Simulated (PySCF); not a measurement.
## Broadened absorption spectrum of C6H11NO

Species: C6H11NO.
InChI=1S/C6H11NO/c1-3-6(5-7)8-4-2/h6H,3-4H2,1-2H3/t6-/m0/s1

Method: PySCF, TDDFT CAM-B3LYP/def2-SVPD, vertical, gas phase, core orbitals frozen in the response. Isolated species at its PBE0-D3(BJ)/def2-SVP geometry (one conformer only). Torsions of this conformer, `[CH3:1][CH2:2][O:3][C@H:4]([C:5]#[N:6])[CH2:7][CH3:8]`: C1–C2–O3–C4 -179°, C2–O3–C4–C5 -66°, O3–C4–C7–C8 -178°.

Computed states:

```tsv
state	E (eV)	f
S1	7.43	0.0026
S2	7.49	0.0056
S3	7.83	0.0081
S4	7.94	0.0052
S5	8.08	0.0029
S6	8.47	0.0082
```

Each state is given a Gaussian of 0.5 eV full width at half maximum, with ε(max) = 2.175×10⁸ f / Δν̃ (Δν̃ the width in cm⁻¹). The width is an assumption, not a result. The curve ends short of the highest state used, and states not computed would add to its high-energy end.

Question: What does the envelope look like, and where are its maxima?

Answer: 
λ (nm), ε (L mol⁻¹ cm⁻¹) and a bar:
```
    157.5        883 ##############################
    158.3        882 ##############################
    159.1        868 #############################
    159.9        844 #############################
    160.7        814 ############################
    161.5        780 ##########################
    162.3        744 #########################
    163.1        708 ########################
    163.9        672 #######################
    164.7        635 ######################
    165.5        596 ####################
    166.3        554 ###################
    167.1        509 #################
    168.0        455 ###############
    168.8        405 ##############
    169.6        354 ############
    170.4        304 ##########
    171.2        256 #########
    172.0        211 #######
    172.8        171 ######
    173.6        136 #####
    174.4        105 ####
    175.2         80 ###
    176.0         60 ##
    176.8         44 #
    177.6         32 #
    178.4         22 #
    179.2         16 #
    180.0         11 
    180.8          7 
    181.6          5 
    182.4          3 
    183.2          2 
    184.0          1 
    184.8          1 
    185.6          0
```

Maxima: 158 nm (7.86 eV), ε about 880, made up of S3 (49%), S4 (30%) and S5 (10%) (ε in L mol⁻¹ cm⁻¹; maxima over ε = 5, shares over 10%).

Question: Coming from long wavelengths, where does ε first pass 100 L mol⁻¹ cm⁻¹?

Answer: At about 175 nm (7.10 eV), 0.33 eV below S1.

Question: What would ε be at 7.86 eV, the highest of these maxima, with half the width (0.25 eV)?

Answer: About 1320 L mol⁻¹ cm⁻¹ against 885, a factor of about 1.5; a lone state at its own centre would give exactly 2.
